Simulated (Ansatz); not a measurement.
`[NH2][Mg][Br]` + H–F → `[NH2][Mg][F]` + HBr at 700 K and 1 bar (ligand exchange at a Mg–Br bond).

Gas-phase electronic energies from Ansatz, PBE0-D4/def2-TZVP geometries. CCSD(T)/CBS is the MP2 limit (def2-TZVPP, def2-QZVPP) plus CCSD(T) − MP2 in def2-TZVPP, frozen cores. This one scheme is used for every species. For Br, Mg outer-core shells are correlated without core-valence functions, which leaves a few kJ/mol of doubt a bond. Scalar relativity is left out up to krypton. One conformer a species, not always the lowest.

```json
{"species": "`[NH2][Mg][Br]`", "CCSD(T)/CBS energy (Eh)": "-2829.22045", "H − E (kJ/mol)": "113.9", "S (J/(mol·K))": "368.6"}
{"species": "H–F", "CCSD(T)/CBS energy (Eh)": "-100.39570", "H − E (kJ/mol)": "45.2", "S (J/(mol·K))": "198.5"}
{"species": "`[NH2][Mg][F]`", "CCSD(T)/CBS energy (Eh)": "-355.68386", "H − E (kJ/mol)": "114.6", "S (J/(mol·K))": "343.0"}
{"species": "HBr", "CCSD(T)/CBS energy (Eh)": "-2573.91920", "H − E (kJ/mol)": "36.5", "S (J/(mol·K))": "223.7"}
```

H − E and S are ideal-gas, rigid-rotor, harmonic terms from PBE0-D4/def2-TZVP, for one conformer and one mirror image of each species. 1 Eh = 2625.50 kJ/mol, R = 8.31446 J/(mol·K).

Problem. By hand: ΔE, ΔH, ΔS and ΔG.

Solution. ΔE = (-355.68386) + (-2573.91920) − (-2829.22045) − (-100.39570) = 0.01309 Eh = 34.4 kJ/mol. Δ(H − E) = 114.6 + 36.5 − 113.9 − 45.2 = -8.0, so ΔH = 26.4 kJ/mol. ΔS = 343.0 + 223.7 − 368.6 − 198.5 = -0.4 J/(mol·K). ΔG = 26.4 − 700 × (-0.4)/1000 = 26.7 kJ/mol.

Problem. By hand: the equilibrium constant, and the temperature at which ΔG would vanish if ΔH and ΔS stayed fixed.

Solution. log₁₀ K = −ΔG/(RT ln 10) = -2.0. ΔH and −TΔS have one sign here, so there is no such temperature. One of them is within its doubt of zero, so this could turn.

The number of gas molecules stays the same, so ΔS is small and ΔH decides. A doubt of 5 kJ/mol in ΔE shifts log₁₀ K by 0.4 here. Other conformers and mirror images would add mixing entropy, several J/(mol·K) or more a flexible species. These are equilibria of isolated gas molecules and say nothing of rates. Largest T1 diagnostic: 0.011 (customary marks: 0.02 for closed shells, 0.045 for open ones).
